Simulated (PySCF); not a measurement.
hydrogen bromide (BrH), SMILES Br.

Geometry optimised at PBE0-D3(BJ)/def2-TZVPD.

Two levels are set side by side: PBE/def2-TZVPD (PySCF) and r2SCAN/def2-TZVPD (PySCF). Same geometry, gas phase. Differences are taken from unrounded values.

```csv
quantity,r2SCAN
orbital gap (eV),6.93
highest occupied level (eV),-7.79
lowest empty level (eV),-0.86
dipole moment (D),0.89
mean polarisability (bohr³),24.4
```

Q: What does PBE give, and how far is it from r2SCAN? (Estimate from the structure and the level; the computed values follow.)

A: 
| quantity | PBE | PBE minus r2SCAN |
|---|---|---|
| orbital gap (eV) | 6.12 | -0.81 |
| highest occupied level (eV) | -7.47 | 0.32 |
| lowest empty level (eV) | -1.35 | -0.49 |
| dipole moment (D) | 0.82 | -0.06 |
| mean polarisability (bohr³) | 25.2 | 0.9 |

Rough cost on one machine, each run with all the roots and properties that it gave: r2SCAN against PBE about 3 times.
